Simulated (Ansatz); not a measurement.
Gas-phase electronic energies from Ansatz, PBE0-D4/def2-TZVP geometries. CCSD(T)/CBS is the MP2 limit (def2-TZVPP, def2-QZVPP) plus CCSD(T) − MP2 in def2-TZVPP, frozen cores. DFT in def2-TZVPP. B3LYP here is the variant with VWN-RPA as its local correlation; programs differ in this. One conformer a species, not always the lowest.

`[AlH2][SiH]([SiH3])[SiH3]` + `N[SiH]1C[SiH2]1` → `[AlH2][SiH2][SiH3]` + `N[Si@@H]1C[Si@H]1[SiH3]`  (redistribution)

`[AlH2][SiH]([SiH3])[SiH3]`:

Cartesian coordinates in Å:
```
Al -2.392 -0.602 -0.287
Si -0.158 -0.313 0.649
Si 1.424 -1.377 -0.707
Si 0.423 1.954 0.657
H -3.565 -1.282 0.540
H -2.664 -0.090 -1.766
H -0.029 -0.843 2.039
H 2.804 -1.184 -0.184
H 1.353 -0.804 -2.079
H 1.158 -2.839 -0.799
H -0.514 2.746 1.500
H 0.354 2.478 -0.734
H 1.804 2.156 1.172
```

`N[SiH]1C[SiH2]1`:

Z-matrix (Å, degrees):
```
Si
C 1 1.886
Si 1 2.244 2 54.2
N 1 1.712 2 116.3 3 109.1
H 1 1.487 2 113.0 3 -111.0
H 2 1.089 1 116.8 3 -110.0
H 2 1.088 1 118.2 3 112.4
H 3 1.483 1 122.5 2 -100.4
H 3 1.483 1 122.2 2 99.7
H 4 1.006 1 120.2 2 -130.9
H 4 1.007 1 121.3 2 80.3
```

`[AlH2][SiH2][SiH3]`:

Z-matrix (Å, degrees):
```
Si
Si 1 2.343
Al 1 2.447 2 109.6
H 1 1.492 2 107.4 3 -122.1
H 1 1.492 2 107.5 3 122.2
H 2 1.489 1 109.9 3 59.6
H 2 1.488 1 112.0 3 -179.7
H 2 1.489 1 109.9 3 -59.0
H 3 1.588 1 120.3 2 88.9
H 3 1.588 1 120.3 2 -88.4
```

`N[Si@@H]1C[Si@H]1[SiH3]`:

```xyz
14

N    -0.535    2.735    1.001
Si    0.043    1.438    0.036
C    -1.222    0.223   -0.594
Si   -0.001   -0.774    0.530
Si    1.285   -2.369   -0.561
H    -1.366    2.589    1.554
H     0.131    3.296    1.510
H     1.048    1.935   -0.933
H    -2.237    0.299   -0.204
H    -1.232   -0.002   -1.659
H    -0.660   -1.235    1.782
H     1.803   -1.761   -1.817
H     0.504   -3.586   -0.921
H     2.442   -2.788    0.276
```

| level | ΔE (kJ/mol) | difference from CCSD(T)/CBS |
| --- | --- | --- |
| PBE-D4 | 1.7 | -1.5 |
| r2SCAN-D4 | 1.9 | -1.3 |
| PBE0-D4 | 3.7 | 0.5 |
| B3LYP-D4 | 2.5 | -0.7 |
| ωB97X-V | 4.0 | 0.8 |
| ωB97M-V | 4.9 | 1.7 |
| B2PLYP | 1.6 | -1.6 |
| PBE | 0.1 | -3.1 |
| r2SCAN | 1.6 | -1.6 |
| PBE0 | 2.3 | -0.9 |
| B3LYP | -0.1 | -3.3 |
| HF/def2-TZVPP | 1.5 | -1.7 |
| MP2/def2-TZVPP | 4.8 | 1.6 |
| SCS-MP2/def2-TZVPP | 3.1 | -0.1 |
| CCSD/def2-TZVPP | 2.8 | -0.4 |
| CCSD(T)/def2-TZVPP | 2.7 | -0.5 |
| HF/def2-QZVPP | 1.2 | -2.0 |
| MP2/def2-QZVPP | 5.0 | 1.8 |
| SCS-MP2/def2-QZVPP | 3.3 | 0.1 |
| HF/CBS(def2) | 1.2 | -2.0 |
| MP2/CBS(def2) | 5.3 | 2.1 |
| CCSD/CBS(def2) | 3.3 | 0.1 |
| CCSD(T)/CBS | 3.2 | 0 |

Largest T1 diagnostic among the species: 0.014.
